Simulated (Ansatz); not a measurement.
Reaction (cleavage of the Si–Si bond): `N[SiH2][Si](N)(O)O` + `CN[Si](N)(F)F` → `CN([Si](N)(O)O)[Si](N)(F)F` + `N[SiH3]`

Calculated with Ansatz (gas phase, PBE0-D4/def2-TZVP geometries, no zero-point term in ΔE). CBS: MP2 limit from def2 TZ/QZ plus the TZ coupled-cluster correction, frozen cores. This one scheme is used for every species. Functionals use def2-TZVPP. B3LYP here is the variant with VWN-RPA as its local correlation; programs differ in this. One conformer a species, not always the lowest.

```tsv
level	ΔE (kJ/mol)
PBE0-D4	-72.7
ωB97X-V	-83.0
ωB97M-V	-91.5
B2PLYP	-80.2
PBE0	-66.1
B3LYP	-69.8
CCSD/def2-TZVPP	-88.1
CCSD/CBS(def2)	-83.6
```

Task: What does CCSD(T)/CBS give? (An estimate is asked.)

Result: The calculation gave: -84.2 kJ/mol. The listed levels differ from it by 11.5, 1.2, -7.3, 4.0, 18.1, 14.4, -3.9, 0.6 kJ/mol.

Largest T1 diagnostic among the species: 0.012.

From PBE to PBE0 (25 % exact exchange), in def2-TZVPP and without D4, ΔE moves by −10.0 kJ/mol. The D4 term adds −11.5 kJ/mol with B3LYP and −6.7 kJ/mol with PBE0; it sums over pairs of atoms, weighted by their polarisabilities, and B3LYP, whose exchange is more repulsive, gets the larger term.
